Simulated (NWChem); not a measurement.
CH₃FTe; SMILES C[Te]F

def2 effective core potentials on Te; no spin-orbit coupling.

Task: Give the equilibrium geometry at PBE-D3(BJ)/def2-SVP with def2 effective core potentials on Te (NWChem) as a list of bonds and angles, with the point group.

Result: point group Cs; any orientation.
Bond lengths (Å): Te1–F2 1.972, Te1–C3 2.159, C3–H4 1.109, C3–H5 1.105, C3–H6 1.105. Angles (°): F2–Te1–C3 94.1, Te1–C3–H4 106.7, Te1–C3–H5 109.6, Te1–C3–H6 109.7, H4–C3–H5 109.8, H4–C3–H6 109.8, H5–C3–H6 111.2.
